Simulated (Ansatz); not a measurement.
`C=[N][AlH][SiH2]Br` and `C=[N][AlH2]` differ in one atom or group.

Ansatz, PBE0-D4/def2-TZVP geometries, multiplicity 1. Each molecule was computed in one conformer, which needn't be the lowest.

Scalar relativity is left out up to krypton. Spin–orbit coupling is left out; it splits and shifts lone-pair levels of the heavy atoms by tenths of an eV.

```json
{"property": "LUMO energy (B3LYP/def2-TZVPP) / eV", "`C=[N][AlH][SiH2]Br`": "-1.56"}
{"property": "HOMO–LUMO gap (PBE/def2-TZVPP) / eV", "`C=[N][AlH][SiH2]Br`": "3.47"}
{"property": "HOMO energy (PBE0/def2-TZVPP) / eV", "`C=[N][AlH][SiH2]Br`": "-6.98"}
{"property": "HOMO energy (PBE/def2-TZVPP) / eV", "`C=[N][AlH][SiH2]Br`": "-5.77"}
{"property": "HOMO–LUMO gap (PBE0/def2-TZVPP) / eV", "`C=[N][AlH][SiH2]Br`": "5.58"}
{"property": "LUMO energy (PBE0/def2-TZVPP) / eV", "`C=[N][AlH][SiH2]Br`": "-1.40"}
```

(1) What does the change do to each property? (Estimate.)

Answers

(1) Ansatz gave: 
| property | `C=[N][AlH2]` | shift |
| --- | --- | --- |
| LUMO energy (B3LYP/def2-TZVPP) / eV | -1.17 | 0.39 |
| HOMO–LUMO gap (PBE/def2-TZVPP) / eV | 3.46 | -0.01 |
| HOMO energy (PBE0/def2-TZVPP) / eV | -6.78 | 0.20 |
| HOMO energy (PBE/def2-TZVPP) / eV | -5.56 | 0.21 |
| HOMO–LUMO gap (PBE0/def2-TZVPP) / eV | 5.86 | 0.28 |
| LUMO energy (PBE0/def2-TZVPP) / eV | -0.92 | 0.48 |

With PBE0 the HOMO rises by 0.20 eV and the LUMO rises by 0.48 eV, so the gap widens by about 0.28 eV. PBE moves the HOMO by 0.21 eV and ωB97M-V by 0.20 eV. The zero-point energy changes by -32.2 kJ/mol with -9 modes.

B3LYP here is the variant with VWN-RPA as its local correlation; programs differ in this.
